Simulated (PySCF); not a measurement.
**Correlation energy of Ir⁺ (iridium, charge +1)**

[Xe] 4f14 5d8, high-spin 3F determinant (an excited configuration). All numbers are calculated (PySCF 2.14, the spin-free X2C one-electron Hamiltonian (Gaussian nucleus), in x2c-TZVPPall (11s7p7d3f1g, 97 functions)). Frozen: [Kr] 4d10 4f14; 16 electrons correlated.

MP2 pair energies summed by pair of shells (mhartree):

```csv
pair,energy,share (%)
5d-5d,-191.95,45.5
5p-5d,-141.87,33.6
5p-5p,-43.87,10.4
5s-5d,-21.32,5.1
5s-5p,-19.58,4.6
5s-5s,-3.30,0.8
```

Total MP2 correlation energy: -421.88 mhartree.

Same-spin part -136.19 and opposite-spin part -285.69 mhartree; SCS-MP2 scales them by 1/3 and 6/5 to -388.23 mhartree.

This basis was not built for core-valence correlation, so the inner-shell part is incomplete.
